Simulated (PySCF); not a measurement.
Correlation energy of Pd (palladium, neutral)

[Kr] 4d9 5p1, one real determinant (an excited configuration). Computed with PySCF 2.14 in x2c-TZVPPall with one added diffuse shell each of s, p, d, f type (9s7p7d3f1g, 95 functions), with scalar relativity by spin-free X2C-1e. Frozen: [Kr]; 10 electrons correlated.

MP2 pair energies summed by pair of shells (mhartree):

| pair | energy | share (%) |
| --- | --- | --- |
| 4d-4d | -285.18 | 95.0 |
| 4d-5p | -14.86 | 5.0 |

Total MP2 correlation energy: -300.04 mhartree.

Same-spin part -109.49 and opposite-spin part -190.54 mhartree; SCS-MP2 scales them by 1/3 and 6/5 to -265.15 mhartree.

The reference is one real determinant that mixes LS terms of this configuration.
